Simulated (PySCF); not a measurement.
**Correlation energy of Cl (chlorine, neutral)**

[Ne] 3s1 3p6, 2S determinant (an excited configuration). Computed with PySCF 2.14 in x2c-TZVPPall (5s5p3d1f, 42 functions), with scalar relativity by spin-free X2C-1e. Frozen: 1s2; 15 electrons correlated.

```csv
level,correlation energy (mhartree)
CCSD,-471.88
(T),-34.02
CCSD(T),-505.90
```

Diagnostics: T1 = 0.013, D1 = 0.0423, largest double amplitude 0.198.

A double-excitation amplitude exceeds 0.15, a sign of near-degeneracy.

Cost of the coupled-cluster step: of the order of 4 core-seconds, for 15 correlated electrons.

Iterations:

```
CC2 = 0
CCSD nocc = (np.int64(8), np.int64(7)), nmo = (41, 41)
frozen orbitals [[0], [0]]
max_cycle = 100
direct = 0
conv_tol = 1e-08
conv_tol_normt = 1e-06
diis_space = 8
diis_start_cycle = 0
Init t2, MP2 energy = -0.41578065564092
Init E_corr(UCCSD) = -0.415780655680528
cycle = 1  E_corr(UCCSD) = -0.43823922446352  dE = -0.0224585688  norm(t1,t2) = 0.130782
cycle = 2  E_corr(UCCSD) = -0.455505515348488  dE = -0.0172662909  norm(t1,t2) = 0.0771478
cycle = 3  E_corr(UCCSD) = -0.472171681078868  dE = -0.0166661657  norm(t1,t2) = 0.0432061
cycle = 4  E_corr(UCCSD) = -0.471882120287  dE = 0.000289560792  norm(t1,t2) = 0.00229364
cycle = 5  E_corr(UCCSD) = -0.471826505847391  dE = 5.56144396e-05  norm(t1,t2) = 0.000889933
cycle = 6  E_corr(UCCSD) = -0.471911401656266  dE = -8.48958089e-05  norm(t1,t2) = 0.000274745
cycle = 7  E_corr(UCCSD) = -0.471870664623725  dE = 4.07370325e-05  norm(t1,t2) = 9.68471e-05
cycle = 8  E_corr(UCCSD) = -0.471877564511001  dE = -6.89988728e-06  norm(t1,t2) = 1.94539e-05
cycle = 9  E_corr(UCCSD) = -0.471876122455715  dE = 1.44205529e-06  norm(t1,t2) = 4.5538e-06
cycle = 10  E_corr(UCCSD) = -0.471876443757414  dE = -3.21301699e-07  norm(t1,t2) = 1.34666e-06
cycle = 11  E_corr(UCCSD) = -0.471876414945976  dE = 2.88114385e-08  norm(t1,t2) = 2.81481e-07
cycle = 12  E_corr(UCCSD) = -0.471876426597701  dE = -1.16517248e-08  norm(t1,t2) = 5.47193e-08
cycle = 13  E_corr(UCCSD) = -0.471876433338115  dE = -6.74041467e-09  norm(t1,t2) = 2.34425e-08
UCCSD converged
E(UCCSD) = -460.7867044062283  E_corr = -0.4718764333381152
UCCSD(T) correction = -0.034016549498473
```

This basis was not built for core-valence correlation, so the inner-shell part is incomplete.
